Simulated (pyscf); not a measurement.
# `[CH2][C](=[CH2])[CH3]`, doublet

Gas-phase minimum from PySCF at ωB97X-D3(BJ)/def2-SVP, one conformer. Other isomers of •H₂C–C(=CH₂)–CH₃ were not searched in full and may lie lower. 

```
C
C 1 1.3882
H 2 1.0936 1 121.45
H 2 1.0941 3 117.74 1 -180.00
C 1 1.3963 2 121.05 3 -179.95
H 5 1.0938 1 120.86 2 -0.05
H 5 1.0940 6 117.80 1 -180.00
C 1 1.5167 2 120.02 3 0.16
H 8 1.0996 1 111.55 2 -1.90
H 8 1.1016 9 108.08 1 122.11
H 8 1.1018 9 108.03 10 115.91
```
Charge 0, spin multiplicity 2.

Properties at ωB97X-D3(BJ)/def2-SVP:

```
Quantity                                                                                                                                                                                                                                                                  Result
---------------------------------------------------------------------------------------------------------------------  ---------------------------------------------------------------------------------------------------------------------------------------------------------
Harmonic wavenumbers, unscaled                                                                                         8, 408, 439, 484, 541, 571, 770, 811, 873, 964, 1014, 1046, 1052, 1324, 1369, 1427, 1469, 1471, 1487, 1547, 3070, 3156, 3167, 3174, 3176, 3279, 3280 cm⁻¹
Zero-point energy                                                                                                                                                                                                                                                  59.2 kcal/mol
Rotational symmetry number                                                                                                                                                                                                                                                     1
Entropy of this conformer at 298 K and 1 atm, rigid rotor and harmonic oscillator, modes under 100 cm⁻¹ raised to 100                                                                                                                                            299.2 J/(mol K)
Dipole moment                                                                                                                                                                                                                                                             0.32 D
Spin expectation value S2                                                                                                                                                                                                                                                  0.797
```

Single-point totals, which compare only within one level:

```tsv
level	total energy (hartree)
ωB97X-D3(BJ)/def2-TZVP	-156.71495
PBE/def2-TZVP	-156.40748
r²SCAN/def2-TZVP	-156.53320
B3LYP-D3(BJ)/def2-TZVP	-156.65291
PBE0-D3(BJ)/def2-TZVP	-156.43867
M06-2X/def2-TZVP	-156.54401
ωB97M-D3(BJ)/def2-TZVP	-156.66962
```

The lowest mode is so soft that the shape along it may change with the basis. Soft torsions are taken as harmonic, which can shift the entropy by several J/(mol K).
